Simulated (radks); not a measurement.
Results of a calculation; reference values are marked as such.
Nd39+, configuration [Ar] 3d3 (the NIST ground configuration).

Level of theory: Dirac Kohn-Sham, PBE, spin-unpolarised, spherical densities, finite nucleus; open shells fill j = l - 1/2 first; Fermi nuclear charge, rms radius 4.9123 fm (a radial shooting solver on a logarithmic mesh with Libxc functionals).

Energy parts (eV):
part                      energy
total                 -229705.57
kinetic                250005.66
electron-nucleus      -513954.69
Hartree                 38337.05
exchange-correlation    -4093.59

Orbitals (lengths in bohr, moments of r in powers of bohr):
| orbital | occ. | eigenvalue (eV) | <r^2> | <r^4> |
|---|---|---|---|---|
| 1s1/2 | 2 | -45459.50 | 0.0007599 | 1.526e-06 |
| 2s1/2 | 2 | -9059.892 | 0.01179 | 0.0002387 |
| 2p1/2 | 2 | -8699.630 | 0.008606 | 0.0001487 |
| 2p3/2 | 4 | -8172.982 | 0.009811 | 0.0001873 |
| 3s1/2 | 2 | -3296.677 | 0.07122 | 0.007485 |
| 3p1/2 | 2 | -3155.176 | 0.06541 | 0.006580 |
| 3p3/2 | 4 | -3031.803 | 0.07090 | 0.007672 |
| 3d3/2 | 3 | -2811.073 | 0.05418 | 0.004960 |
| 3d5/2 | 0 | -2782.488 | 0.05564 | 0.005199 |
| 4s1/2 | 0 | -1672.222 | 0.2614 | 0.09393 |
| 4p1/2 | 0 | -1612.074 | 0.2566 | 0.09194 |
| 4p3/2 | 0 | -1567.807 | 0.2715 | 0.1026 |

The highest occupied level is 3d3/2 at -2811.1 eV. The electron density at the nucleus is 4.531e+05 e/bohr^3.
